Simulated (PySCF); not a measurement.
## Worked example: chemical shift, span and skew from a shielding tensor

C2H3BClFO2, SMILES C(=O)(OB(F)Cl)C. Atoms are numbered in the order given.

```xyz
10

B      0.7369     0.3954     0.6671
Cl     0.2289    -0.9489     1.6650
F      1.6080     1.2625     1.1491
O      0.3439     0.5647    -0.6284
C     -0.8131     0.0821    -1.2041
C     -0.6177    -0.1746    -2.6704
O     -1.8188    -0.0579    -0.5783
H     -1.5653    -0.4958    -3.1182
H      0.1506    -0.9513    -2.8054
H     -0.2502     0.7401    -3.1586
```
Charge 0, spin multiplicity 1.

Geometry: ωB97X-D3(BJ)/def2-SVP. Other conformers were not sampled.

GIAO shieldings from PBE/pcSseg-1 (PySCF), non-relativistic, no solvent. The symmetric part of the tensor of F3 has the principal values 60.0, 253.9, 340.5 ppm. The same nucleus in CFCl3 has σ = 133.6 ppm at this level (PySCF, at its B3LYP-D3(BJ)/def2-TZVP geometry). Without spin–orbit terms, shifts of atoms bonded to Cl or Br come out too high.

Q: Work out the isotropic shielding, the ¹⁹F shift against CFCl3, the span and the skew.

A: 
σ(iso) = (σ11 + σ22 + σ33)/3 = 218.1 ppm. δ = σ(ref) − σ(iso) = 133.6 − (218.1) = -84.5 ppm.
Span Ω = σ33 − σ11 = 280.5 ppm. Skew κ = 3(σ(iso) − σ22)/Ω = -0.38. Tumbling in solution averages the tensor to δ; in a static solid the shielding alone would spread this spin-1/2 line over Ω.
